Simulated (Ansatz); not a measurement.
CH4Cl3HfN, SMILES `C[NH][Hf]([Cl])([Cl])[Cl]`, one more setting.

```yaml
crystal:
  periodic: [false, false, false]
  atoms:
    - {symbol: C, position_ang: [0.187656, -0.816562, 0.614086]}
    - {symbol: N, position_ang: [0.443048, -0.197997, -0.112279]}
    - {symbol: Hf, position_ang: [-0.299054, 0.816901, -0.636739]}
    - {symbol: Cl, position_ang: [-1.662560, 0.240819, -1.048211]}
    - {symbol: Cl, position_ang: [0.532394, 1.511937, -1.963833]}
    - {symbol: Cl, position_ang: [-0.589310, 1.758735, 0.684318]}
    - {symbol: H, position_ang: [0.179693, -1.761945, 0.371941]}
    - {symbol: H, position_ang: [-0.558509, -0.644959, 1.017870]}
    - {symbol: H, position_ang: [0.763371, -0.917940, 1.181840]}
    - {symbol: H, position_ang: [1.058201, -0.337432, -0.409647]}
basis:
  gaussian: {orbitals: def2-SVP, fitting: {mean_field: cc-pVTZ-jkfit}}
total_charge: 1
magnetization: {spin_polarized: true, initial_magnetization: 1}
hamiltonian: {xc: {name: RPBE}, dispersion: d3bj}
output: {forces: true}
```

```sh
$ ansatz run in.yaml --threads 4 --pin off --events-out ev --progress --plain --max-ram 11315MiB
```

Shortened log:

```
Functional definition: RPBE
Error: <dir> the basis set cc-pVTZ-JKFIT has no functions for Hf
```
